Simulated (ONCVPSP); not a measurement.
# Pseudopotential generation for niobium (Nb): ONCV, LDA (Perdew-Zunger), fully relativistic.

Input for ONCVPSP 4.0.1:

```
# ATOM AND REFERENCE CONFIGURATION
# atsym  z   nc   nv     iexc    psfile
  Nb 41.00    8    1        3      upf
#
#   n    l    f
    1    0    2.00
    2    0    2.00
    2    1    6.00
    3    0    2.00
    3    1    6.00
    3    2   10.00
    4    0    2.00
    4    1    6.00
    4    2    4.00
#
# PSEUDOPOTENTIAL AND OPTIMIZATION
# lmax
    3
#
#   l,   rc,      ep,       ncon, nbas, qcut
    0    2.75    0.11    3    7    2.50
    1    2.70    0.37    4    8    2.60
    2    2.50    0.00    4    8    6.10
    3    2.10    0.27    4    8    5.80
#
# LOCAL POTENTIAL
# lloc, lpopt,  rc(5),   dvloc0
    4    3    1.45    0.00
#
# VANDERBILT-KLEINMAN-BYLANDER PROJECTORs
# l, nproj, debl
    0    2    0.40
    1    1    0.80
    2    2    1.30
    3    1    0.90
#
# MODEL CORE CHARGE
# icmod, fcfact, rcfact
    0    0.00    0.00
#
# LOG DERIVATIVE ANALYSIS
# epsh1, epsh2, depsh
   -2.00    5.00    0.02
#
# OUTPUT GRID
# rlmax, drl
    6.00    0.01
#
# TEST CONFIGURATIONS
# ncnf
    4
# nvcnf
#   n    l    f
    2
    4    2    4.00
    5    0    1.00
#
    1
    4    2    3.00
#
    1
    4    2    2.00
#
    2
    4    2    3.00
    5    0    1.00
#
```

Command:

```bash
oncvpspr.x < Nb.dat > Nb.out
```

Output (shortened: citation, most of the input echo, consistency checks and plot data are left out):

```
ONCVPSP  (Optimized Norm-Conservinng Vanderbilt PSeudopotential)
relativistic version 4.0.1

#   n    l    f        energy (Ha)
    1    0    2.00    -6.9014208D+02
    2    0    2.00    -9.6742026D+01
    2    1    6.00    -8.5352205D+01    -8.8866059D+01
    3    0    2.00    -1.6318281D+01
    3    1    6.00    -1.2781171D+01    -1.3351019D+01
    3    2   10.00    -7.4138124D+00    -7.5199945D+00
    4    0    2.00    -2.3862088D+00
    4    1    6.00    -1.4863773D+00    -1.5646536D+00
    4    2    4.00    -3.4852391D-01    -3.5469536D-01

Reference configufation results
  iterations    20
  all-electron total energy (Ha)   -3.81578831D+03

Begin loop to  construct optimized pseudo wave functions
and semi-local pseudopoentials for all angular momenta

WARNING wellstate: moderately localized bound state found for n= 5 l=  0
WARNING scattering state with energy  0.05000000
WARNING will be used for the first projector

   Wellstate for l =  0  n =  6 kap= -1
     eigenvalue =   0.0500
     asymptotic potential =   0.5500
     half-point radius =  7.8297

   Wellstate for l =  0  n =  7 kap= -1
     eigenvalue =   0.4500
     asymptotic potential =   0.9500
     half-point radius =  8.1224

Calculating optimized projector #   1

 for l=   0

    Fraction of norm inside rc  0.163039
    Optimizing pswf for qcut=   2.51 a_B^-1,  ecut=   3.14 Ha
    Residual kinetic energy error=  3.88D-04 Ha

    Energy error per electron        Cutoff
         Ha          eV             Ha
         0.01000     0.27211        1.85
         0.00100     0.02721        2.75
         0.00010     0.00272        6.28
         0.00001     0.00027       17.90

Calculating optimized projector #   2

 for l=   0

    Fraction of norm inside rc  0.121319
    Optimizing pswf for qcut=   2.51 a_B^-1,  ecut=   3.14 Ha
    Residual kinetic energy error=  8.02D-04 Ha

    Energy error per electron        Cutoff
         Ha          eV             Ha
         0.01000     0.27211        2.20
         0.00100     0.02721        3.05
         0.00010     0.00272        8.21
         0.00001     0.00027       25.66

WARNING wellstate: moderately localized bound state found for n= 5 l=  1
WARNING scattering state with energy  0.05000000
WARNING will be used for the first projector

   Wellstate for l =  1  n =  6 kap= -2
     eigenvalue =   0.0500
     asymptotic potential =   0.5500
     half-point radius = 10.9134

Calculating optimized projector #   1

 for l=   1

    Fraction of norm inside rc  0.095239
    Optimizing pswf for qcut=   2.60 a_B^-1,  ecut=   3.37 Ha
    Residual kinetic energy error=  3.37D-04 Ha

    Energy error per electron        Cutoff
         Ha          eV             Ha
         0.01000     0.27211        0.90
         0.00100     0.02721        2.45
         0.00010     0.00272       21.23
         0.00001     0.00027       28.63

   Wellstate for l =  1  n =  5 kap=  1
     eigenvalue =   0.3700

Calculating optimized projector #   1

 for l=   1

    Fraction of norm inside rc  0.156709
    Optimizing pswf for qcut=   2.60 a_B^-1,  ecut=   3.37 Ha
    Residual kinetic energy error=  9.56D-04 Ha

    Energy error per electron        Cutoff
         Ha          eV             Ha
         0.01000     0.27211        0.65
         0.00100     0.02721        3.03
         0.00010     0.00272       25.34
         0.00001     0.00027       31.10

   Wellstate for l =  2  n =  6 kap= -3
     eigenvalue =   0.9515
     asymptotic potential =   1.4515
     half-point radius =  5.2046

Calculating optimized projector #   1

 for l=   2

    Fraction of norm inside rc  0.730712
    Optimizing pswf for qcut=   6.10 a_B^-1,  ecut=  18.60 Ha
    Residual kinetic energy error=  7.31D-07 Ha

    Energy error per electron        Cutoff
         Ha          eV             Ha
         0.01000     0.27211        9.91
         0.00100     0.02721       12.76
         0.00010     0.00272       15.05
         0.00001     0.00027       16.65

Calculating optimized projector #   2

 for l=   2

    Fraction of norm inside rc  0.149045
    Optimizing pswf for qcut=   6.10 a_B^-1,  ecut=  18.60 Ha
    Residual kinetic energy error=  5.41D-06 Ha

    Energy error per electron        Cutoff
         Ha          eV             Ha
         0.01000     0.27211       10.48
         0.00100     0.02721       13.59
         0.00010     0.00272       16.00
         0.00001     0.00027       18.14

   Wellstate for l =  2  n =  6 kap=  2
     eigenvalue =   0.9453

Calculating optimized projector #   1

 for l=   2

    Fraction of norm inside rc  0.738988
    Optimizing pswf for qcut=   6.10 a_B^-1,  ecut=  18.60 Ha
    Residual kinetic energy error=  7.84D-07 Ha

    Energy error per electron        Cutoff
         Ha          eV             Ha
         0.01000     0.27211       10.01
         0.00100     0.02721       12.83
         0.00010     0.00272       15.13
         0.00001     0.00027       16.70

Calculating optimized projector #   2

 for l=   2

    Fraction of norm inside rc  0.150069
    Optimizing pswf for qcut=   6.10 a_B^-1,  ecut=  18.60 Ha
    Residual kinetic energy error=  5.79D-06 Ha

    Energy error per electron        Cutoff
         Ha          eV             Ha
         0.01000     0.27211       10.54
         0.00100     0.02721       13.65
         0.00010     0.00272       16.05
         0.00001     0.00027       18.29

   Wellstate for l =  3  n =  4 kap= -4
     eigenvalue =   0.2700
     asymptotic potential =   0.7700
     half-point radius =  5.3799

Calculating optimized projector #   1

 for l=   3

    Fraction of norm inside rc  0.070746
    Optimizing pswf for qcut=   5.80 a_B^-1,  ecut=  16.85 Ha
    Residual kinetic energy error=  3.89D-05 Ha

    Energy error per electron        Cutoff
         Ha          eV             Ha
         0.01000     0.27211        6.79
         0.00100     0.02721       11.73
         0.00010     0.00272       15.41
         0.00001     0.00027       36.20

   Wellstate for l =  3  n =  4 kap=  3
     eigenvalue =   0.2700

Calculating optimized projector #   1

 for l=   3

    Fraction of norm inside rc  0.070805
    Optimizing pswf for qcut=   5.80 a_B^-1,  ecut=  16.85 Ha
    Residual kinetic energy error=  3.91D-05 Ha

    Energy error per electron        Cutoff
         Ha          eV             Ha
         0.01000     0.27211        6.80
         0.00100     0.02721       11.74
         0.00010     0.00272       15.42
         0.00001     0.00027       36.27

Construct Vanderbilt / Kleinmman-Bylander projectors

B matrix Hermiticity error, ll=  0  kap= -1
   1   2    1.0120D-05

  Orthonormal projector coefficients  4.1210E+00  4.5068E-01

B matrix Hermiticity error, ll=  2  kap= -3
   1   2   -7.3425D-05

  Orthonormal projector coefficients  1.3294E+01 -4.6144E-01

B matrix Hermiticity error, ll=  2  kap=  2
   1   2   -7.4345D-05

  Orthonormal projector coefficients -1.7953E+01 -4.6863E-01

 Orthonormal scalar projector coefficients, l =  1
  1.7329E+00  3.5044E-03

 Orthonormal spin-orbit projector coefficients, l =  1
  1.7627E-01 -6.8904E-02

 Orthonormal scalar projector coefficients, l =  2
  9.7356E-01 -5.1207E-01 -1.3026E-01 -6.3624E-06

 Orthonormal spin-orbit projector coefficients, l =  2
  1.2489E+01  1.1389E-02  2.1830E-03 -5.9145E-04

 Orthonormal scalar projector coefficients, l =  3
 -9.0842E-01 -3.7735E-07

 Orthonormal spin-orbit projector coefficients, l =  3
  5.0016E-04 -2.2846E-04

Pseudoatom total energy   -4.566670

Diagnostic tests using Vanderbilt-Kleinman-Bylander pseudopotentials
  relativistic with J = L +/- 1/2 projectors

   l  kap   rcore       rmatch      e in        delta e    norm test   slope test

run_diag_r: lschvkbbe ERROR   1   0  -1  60  5.00000005E-02 -4.99999958E-03
   0  -1   2.7581915   2.8419361   0.0500000  -0.0550000   0.0011469   0.0014174
run_diag_r: lschvkbbe ERROR   2   0  -1  60  4.49999999E-01  3.54999999E-01
   0  -1   2.7581915   2.8419361   0.4500000  -0.0950000   0.0039333   0.0056234

   1  -2   2.7091339   2.7913891   0.0500000   0.0000024   1.0000008   1.0000008
   1   1   2.7091339   2.7913891  -0.2121945   0.0000017   1.0000004   1.0000004

   2  -3   2.5064366   2.5825374  -0.3485239  -0.0000013   1.0000318   1.0000423
   2   2   2.5064366   2.5825374  -0.3546954   0.0000004   1.0000095   1.0000034
   2  -3   2.5064366   2.5825374   0.9514761   0.0000122   1.0000302   1.0000302
   2   2   2.5064366   2.5825374   0.9486215   0.0000140   0.9999114   0.9999114

   3  -4   2.1072462   2.1712268   0.2700000   0.0000093   1.0000026   1.0000026
   3   3   2.1072462   2.1712268   0.2699686   0.0000131   1.0000043   1.0000043

Diagnostic tests using Vanderbilt-Kleinman-Bylander pseudopotentials
  relativistic with scalar and spin-orbit non-local projectors

   l  kap   rcore       rmatch      e in        delta e    norm test   slope test

run_diag_r: lschvkbbe ERROR   1   0  -1  60  5.00000005E-02 -4.99999958E-03
   0  -1   2.7581915   2.8419361   0.0500000  -0.0550000   0.0011469   0.0014174
run_diag_r: lschvkbbe ERROR   2   0  -1  60  4.49999999E-01  3.54999999E-01
   0  -1   2.7581915   2.8419361   0.4500000  -0.0950000   0.0039333   0.0056234

   1  -2   2.7091339   2.7913891   0.0500000   0.0000024   1.0000008   1.0000008
   1   1   2.7091339   2.7913891  -0.2121945   0.0000017   1.0000004   1.0000004

   2  -3   2.5064366   2.5825374  -0.3485239  -0.0024482   1.0030834   0.9933525
   2   2   2.5064366   2.5825374  -0.3546954   0.0037250   0.9953042   1.0098840
   2  -3   2.5064366   2.5825374   0.9514761  -0.0070051   0.9991267   0.9991267
   2   2   2.5064366   2.5825374   0.9486215   0.0105029   1.0014216   1.0014216

   3  -4   2.1072462   2.1712268   0.2700000   0.0000093   1.0000026   1.0000026
   3   3   2.1072462   2.1712268   0.2699686   0.0000131   1.0000043   1.0000043

Ghost test for J = L + 1/2

 Testing for bound ghosts
   n   l    E NL Schr. Eq   E Basis Diag.   E Cutoff

       0                       -1.879197     24.89  WARNING - GHOST(-)
       0                       -0.356566     24.89  WARNING - GHOST(-)

       1                       -0.643475     29.87  WARNING - GHOST(-)
   2   1       -0.214761       -0.205926     29.87

   3   2       -0.348525       -0.348132     54.86

   4   3       -0.034813        0.191007     65.95

 Testing for highly-localized positive-energy ghosts
       l    <radius>/rc     E Basis Diag.   E Cutoff

       2        0.783504       19.828003     54.86  WARNING - GHOST(+)

Ghost test for J = L - 1/2

 Testing for bound ghosts
   n   l    E NL Schr. Eq   E Basis Diag.   E Cutoff

       0                       -1.879197     24.89  WARNING - GHOST(-)
       0                       -0.356566     24.89  WARNING - GHOST(-)

       1                       -0.745090     29.87  WARNING - GHOST(-)
   2   1       -0.221764       -0.213890     29.87

       2                       -9.232770     54.86  WARNING - GHOST(-)
   3   2       -0.354695       -0.354337     54.86

   4   3       -0.034813        0.190993     65.95

 Testing for highly-localized positive-energy ghosts
       l    <radius>/rc     E Basis Diag.   E Cutoff

Test configuration 0

   n   l kap    f        eae           eps        diff
   1   0  -1  2.0000 -690.14208005
   2   0  -1  2.0000  -96.74202632
   2   1  -2  4.0000  -85.35220458
   2   1   1  2.0000  -88.86605876
   3   0  -1  2.0000  -16.31828139
   3   1  -2  4.0000  -12.78117083
   3   1   1  2.0000  -13.35101902
   3   2  -3  6.0000   -7.41381242
   3   2   2  4.0000   -7.51999455
   4   0  -1  2.0000   -2.38620880
   4   1  -2  4.0000   -1.48637732
   4   1   1  2.0000   -1.56465364
   4   2  -3  2.4000   -0.34852391   -0.34852526   -1.34E-06
   4   2   2  1.6000   -0.35469536   -0.35469500    3.60E-07

    Total energies and differences
      AE_ref= -3.81578831E+03  AE_tst= -3.81578831E+03  dif=  0.00E+00
      PS_ref= -4.56667000E+00  PS_tst= -4.56667000E+00  dif= -8.88E-16
      PSP excitation error=  8.88E-16

Test configuration 1

psatom_r: WARNING lschvkbb convergence error n,l,kap,iter=   1   0  -1

ea(ii),et,emin,emax -3.576578E-01 -3.934235E-01 -3.934235E-01 -3.934235E-01
run_config_r: WARNING for fully non-local PS atom,
 WARNING no output for configuration 2

Test configuration 2

   n   l kap    f        eae           eps        diff
   1   0  -1  2.0000 -690.55636027
   2   0  -1  2.0000  -97.16083601
   2   1  -2  4.0000  -85.77064874
   2   1   1  2.0000  -89.28440995
   3   0  -1  2.0000  -16.73487366
   3   1  -2  4.0000  -13.19772287
   3   1   1  2.0000  -13.76764056
   3   2  -3  6.0000   -7.83080085
   3   2   2  4.0000   -7.93701088
   4   0  -1  2.0000   -2.79230198
   4   1  -2  4.0000   -1.88559023
   4   1   1  2.0000   -1.96531120
   4   2  -3  1.8000   -0.70714235   -0.70648070    6.62E-04
   4   2   2  1.2000   -0.71453727   -0.71390740    6.30E-04

    Total energies and differences
      AE_ref= -3.81578831E+03  AE_tst= -3.81526370E+03  dif=  5.25E-01
      PS_ref= -4.56667000E+00  PS_tst= -4.04231406E+00  dif=  5.24E-01
      PSP excitation error=  2.51E-04

Test configuration 3

   n   l kap    f        eae           eps        diff
   1   0  -1  2.0000 -691.05653092
   2   0  -1  2.0000  -97.66824414
   2   1  -2  4.0000  -86.27754339
   2   1   1  2.0000  -89.79117077
   3   0  -1  2.0000  -17.23635588
   3   1  -2  4.0000  -13.69908499
   3   1   1  2.0000  -14.26920126
   3   2  -3  6.0000   -8.33302116
   3   2   2  4.0000   -8.43930660
   4   0  -1  2.0000   -3.27021485
   4   1  -2  4.0000   -2.35252153
   4   1   1  2.0000   -2.43454100
   4   2  -3  1.2000   -1.12790887   -1.12287958    5.03E-03
   4   2   2  0.8000   -1.13658482   -1.13158929    5.00E-03

    Total energies and differences
      AE_ref= -3.81578831E+03  AE_tst= -3.81434750E+03  dif=  1.44E+00
      PS_ref= -4.56667000E+00  PS_tst= -3.12828459E+00  dif=  1.44E+00
      PSP excitation error=  2.43E-03

Test configuration 4

psatom_r: WARNING lschvkbb convergence error n,l,kap,iter=   1   0  -1

ea(ii),et,emin,emax -6.319796E-01 -6.951776E-01 -6.951776E-01 -6.951776E-01
run_config_r: WARNING for fully non-local PS atom,
 WARNING no output for configuration 5
```

Note: ghosts flagged at negative energy: s at -51.1 eV, p3/2 at -17.5 eV, p1/2 at -20.3 eV, d3/2 at -251.2 eV (the flag in s may be a real empty level of the ion) (a further GHOST(-) flag falls on a real empty level of the atom); GHOST(+) flagged for d5/2 at 539.5 eV. A true bound ghost makes a file unfit for plane-wave use.

The run took about 3.8 s on one core of a shared server CPU.
